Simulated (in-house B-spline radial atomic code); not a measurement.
Yb is squeezed into an impenetrable sphere of radius R (the orbitals vanish at R). Level of theory: Dirac-Kohn-Sham LDA VWN5, spherical fractional occupations, Fermi nucleus of rms radius 5.3108 fm; calculated with an all-electron radial atomic-structure program (B-spline basis).

Energies in eV above the free atom in [Xe] 4f14 6s2:

```tsv
R (bohr)	highest level (eV)	[Xe] 4f14 6s2	[Xe] 4f14 6s1 6f1	[Kr] 4d9 4f14 5s2 5p6 6s2 6f1
9.49	-2.51	0.07604	15.94	194.4
5.5	0.0305	3.897	41.33	219.2
4.73	2.37	8.658	56.6	235.3
4.35	5.03	13.16	68.1	247.9
3.66	14.1	30.3	102.6	287
3.07	32	69.49	163.8	358.4
2.79	47.8	108.6	216.7	420.8
2.04	157	449.5	608.1	884.4
1.83	229	720.5	896.1	1224
1.54	407	1489	1685	2145
```

Question: Does [Xe] 4f14 6s1 6f1 fall below [Xe] 4f14 6s2 under compression?

Answer: No, it stays above over the whole range.

Question: Does [Kr] 4d9 4f14 5s2 5p6 6s2 6f1 fall below [Xe] 4f14 6s2 under compression?

Answer: No, it stays above over the whole range.

The highest level is first positive in the row R = 5.5 bohr, pushed up by confinement above the zero of the free ion's potential. Each configuration is held fixed and needn't be the lowest in the sphere.
